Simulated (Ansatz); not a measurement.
Total energies of Ga₁₃Sb₁₁F₆ from Ansatz at PBE-D4/def2-SVP, gas phase (1 Eh = 27.2114 eV = 2625.5 kJ/mol). The reference geometry is relaxed at PBE-D4/def2-SVP.

Cartesian coordinates in Å:
```
Sb 2.354 -2.635 2.954
Sb -0.043 -3.757 1.822
Sb -4.705 2.704 1.287
Sb -3.933 -2.222 0.436
Sb -0.540 0.775 1.814
Sb 1.954 3.061 -1.047
Sb 1.731 -1.067 -1.221
Sb -1.864 1.128 -2.655
Sb 5.681 -0.365 0.100
Sb 4.398 0.384 -4.685
Sb -1.248 -3.088 -3.051
Ga 1.637 -0.040 3.079
Ga -2.681 1.944 2.850
Ga 3.395 1.145 0.065
Ga -1.587 -1.624 1.537
Ga 3.423 -1.673 0.752
Ga -0.082 -3.051 -0.762
Ga -4.560 0.091 1.487
Ga -3.798 1.716 -1.024
Ga -2.543 -1.270 -1.688
Ga 0.047 1.107 -0.784
Ga 2.577 1.600 -3.186
Ga 1.431 -1.269 -4.355
Ga 4.526 -0.442 -2.278
F 1.978 0.720 4.657
F -2.465 2.683 4.453
F 2.927 1.049 1.972
F -3.619 0.189 3.249
F -5.355 1.142 -1.743
F 0.964 1.065 -4.038
```

```
                 state   geometry   energy (Eh)
      charge 0 singlet  reference  -28258.35482
      charge 1 doublet  reference  -28258.13455
     charge -1 doublet  reference  -28258.45718
free Sb atom (quartet)          –    -240.20171
free Ga atom (doublet)          –   -1924.26790
 free F atom (doublet)          –     -99.53976
```

In the def2 sets Sb takes a core potential; there is no spin–orbit coupling. Single mean-field runs in def2-SVP are fitted with def2-universal-jkfit.

Work out the vertical ionisation energy to the doublet.

E(charge 1 doublet) − E(charge 0 singlet) = -28258.13455 − (-28258.35482) = 0.22027 Eh = 5.99 eV. For comparison, −ε of the highest occupied level is 4.64 eV at this level, 1.35 eV less.

Work out the vertical electron affinity, to the doublet.

E(charge 0 singlet) − E(charge -1 doublet) = -28258.35482 − (-28258.45718) = 0.10236 Eh = 2.79 eV. The basis lacks diffuse functions, which makes affinities too small.

Give the fundamental gap IE − EA, the Mulliken electronegativity (IE + EA)/2 and the hardness (IE − EA)/2.

From the values in Eh: IE − EA = 0.22027 − 0.10236 = 0.11791 Eh = 3.21 eV; (IE + EA)/2 = 4.39 eV; (IE − EA)/2 = 1.60 eV. The HOMO–LUMO gap of the same run is 0.59 eV, 2.62 eV smaller than the fundamental gap.

What is the binding energy per atom against free atoms?

Atoms: 11 × (-240.20171) + 13 × (-1924.26790) + 6 × (-99.53976) = -28254.94007 Eh. Binding: -28254.94007 − (-28258.35482) = 3.41475 Eh = 92.92 eV, or 3.10 eV for each of 30 atoms (no zero-point energy, no counterpoise term).

The restricted singlet is unstable towards broken spin symmetry in Hartree–Fock (as tested in another run); at PBE-D4/def2-SVP this wasn't settled. At PBE-D4/def2-SVP the gap within one spin of the charge -1 doublet nearly closes, so an electron or hole may be smeared out by delocalisation error.
